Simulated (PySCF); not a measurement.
C₅H₅O₂ (charge -1).
Structure used (GFN2-xTB), in Å, numbered top down from 1:
```
atom  x, y, z in Å
C1    -1.5039   -1.0226    0.8094
C2    -0.7083   -0.1320    0.2598
C3    -0.1666    1.2280    0.3155
C4     0.2419    0.2450   -0.7643
C5     1.7226   -0.3349   -0.7055
O6     2.0272   -1.0276   -1.6803
O7     2.3795   -0.0104    0.2858
H8    -1.6171   -2.0136    0.3959
H9    -2.0690   -0.8088    1.7070
H10   -0.8109    2.0722    0.0884
H11    0.6061    1.4340    1.0477
H12   -0.1004    0.3699   -1.7854
```

ESP-fitted charges (e) from the PBE0/pcSseg-1 density (PySCF), one withheld:

```csv
atom,bonded to,charge
C1,C2 H8 H9,-0.6880
C2,C1 C3 C4,+0.2742
C3,C2 C4 H10 H11,-0.4136
C4,C3 C5 C2 H12,-0.1997
C5,C4 O6 O7,+0.8062
O6,C5,-0.7617
O7,C5,?
H8,C1,+0.1931
H9,C1,+0.1854
H10,C3,+0.1082
H11,C3,+0.1508
H12,C4,+0.0766
```

Question: What is the charge on O7?

Answer: The charges add up to the total charge, -1. The others sum to -0.2685, which leaves -0.7315 e for O7 (carboxylate oxygen); the computed value is -0.7314, the difference coming from rounding.

Question: Add each hydrogen's charge to the atom that carries it.

Answer: C1 -0.3095, C3 -0.1546, C4 -0.1231. Atoms without hydrogen keep their charges.

Question: Across which bond do the charges differ most?

Answer: C5–O6: +0.8062 on C5 against -0.7617 on O6, a difference of 1.5679 e. The lower charge is on the more electronegative element of the two (Pauling values: O 3.44, C 2.55).

Question: Take the bonds between elements whose Pauling electronegativities differ by more than 0.25. In how many does the more electronegative atom carry the lower charge?

Answer: In 7 of 7.

Question: How much positive and how much negative charge does this set hold in all?

Answer: +1.7945 e on 7 atoms and -2.7944 e on 5.

The ESP scheme fits charges at the nuclei, held to the total charge, to the electrostatic potential on points at 1.4 to 2.0 times the van der Waals radii. Geometry: GFN2-xTB, one conformer, isolated ion. The pcSseg-1 basis has no diffuse functions, a weakness for an anion.

These values come from a run that also computed NMR shieldings. On an Arm Neoverse V1 with one thread, no GPU, shared host, this took 13 s.
